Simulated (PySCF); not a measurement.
Structure from NMR data

An unknown has the formula C₆H₈F₂O₃. Its calculated NMR data are:

¹H NMR (300 MHz, computed): δ 6.93 (m, 1H), 5.92 (m, 1H), 2.74 (m, 1H), 2.49 (m, 1H), 2.46 (m, 1H), 1.98 (m, 1H), 1.70 (m, 1H), 1.63 (m, 1H).

¹³C{¹H} NMR (computed): δ 171.1 (C), 123.0 (CH), 98.1 (CH), 33.9 (CH2), 30.9 (CH2), 18.7 (CH2).

Theoretical values (PySCF 2.14): NMR shieldings at PBE0/pcSseg-1/GIAO, coordinates at the GFN2-xTB level. One computed conformer, isolated molecule, relativity neglected.

References, each an isolated molecule treated in the same way: TMS for ¹H (σ = 31.72 ppm) and ¹³C (σ = 186.93 ppm).

Propose a structure and justify it.

Results:


1. The formula gives 2 degrees of unsaturation (1 ring in the answer).
2. 6 carbon signals for 6 carbons: no two carbons are equivalent.
3. Carbon types of the structure: 1 × C, 2 × CH, 3 × CH2, which accounts for all hydrogens.
4. δC 171.1: ester carbonyl carbon; lone-pair donation from the attached heteroatom keeps it upfield of a ketone carbonyl.
5. δC 123.0: sp3 CH bonded to 2 F and O; 3 electronegative neighbours deshield it.
6. δC 98.1: sp3 carbon bearing two oxygens; 2 electronegative neighbours deshield it.
7. δC 33.9: sp3 CH2 α to a carbonyl; the adjacent C=O deshields it moderately.
8. δC 30.9, 18.7: sp3 CH2 in a ring; saturated and bonded to C and H only.
9. δH 6.93: hydrogen on an sp3 CH bonded to 2 F and O; its carbon carries F and O, hence the downfield position.
10. δH 2.74, 2.49: hydrogen on an sp3 CH2 α to a carbonyl; α to C=O.

These data were computed for `InChI=1S/C6H8F2O3/c7-6(8)11-5-3-1-2-4(9)10-5/h5-6H,1-3H2/t5-/m1/s1`.

The shifts were computed for this structure.

Splittings by ¹⁹F in the carbon and heteronuclear signals aren't shown, as no couplings were computed. Shifts are as computed. Against solution values, carbons near 30 ppm lie about +3 ppm off and those near 130 ppm about +5 ppm. Of 1211 compounds with measured shifts, 218 miss one by over three times the rms of a fit or turn the order of signals round; such compounds aren't used in these exercises. No couplings were computed; multiplicities are counted from neighbouring protons, with m where these are inequivalent, close in shift, in a saturated or five-membered ring or joined by F or P, and br s for small geminal =CH2 splittings.
